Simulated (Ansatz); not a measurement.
Consider the formal hydrolysis of the In–C bond: `[AlH2][CH2][InH2]` + H₂O → `[OH][InH2]` + `[CH3][AlH2]`.

Computed with Ansatz on PBE0-D4/def2-TZVP structures; ΔE is electronic, products minus reactants. CBS: MP2 limit from def2 TZ/QZ plus the TZ coupled-cluster correction, frozen cores. This one scheme is used for every species. Functionals use def2-TZVPP. def2 core potentials past Kr. For In outer-core shells are correlated without core-valence functions, which leaves a few kJ/mol of doubt a bond.

| level | ΔE (kJ/mol) | difference from CCSD(T)/CBS |
| --- | --- | --- |
| revPBE-D4 | -40.6 | -7.1 |
| r2SCANh-D4 | -39.8 | -6.3 |
| ωB97X-V | -43.0 | -9.5 |
| ωB97M-V | -38.7 | -5.2 |
| revPBE | -44.9 | -11.4 |
| BLYP | -55.2 | -21.7 |
| PBE0 | -36.1 | -2.6 |
| MP2/def2-SVP | -39.8 | -6.3 |
| CCSD/def2-SVP | -39.5 | -6.0 |
| MP2/def2-TZVPP | -29.5 | 4.0 |
| HF/def2-QZVPP | -46.5 | -13.0 |
| MP2/def2-QZVPP | -30.4 | 3.1 |
| SCS-MP2/def2-QZVPP | -36.7 | -3.2 |
| CCSD(T)/def2-QZVPP | -34.4 | -0.9 |
| HF/CBS(def2) | -46.6 | -13.1 |
| MP2/CBS(def2) | -30.8 | 2.7 |
| CCSD(T)/CBS | -33.5 | 0 |

Largest T1 diagnostic among the species: 0.017.

The D4 term adds +5.6 kJ/mol with B3LYP and +3.1 kJ/mol with PBE0; it sums over pairs of atoms, weighted by their polarisabilities, and B3LYP, whose exchange is more repulsive, gets the larger term. From PBE to PBE0 (25 % exact exchange), in def2-TZVPP and without D4, ΔE moves by +6.6 kJ/mol.

B3LYP here is the variant with VWN-RPA as its local correlation; programs differ in this.
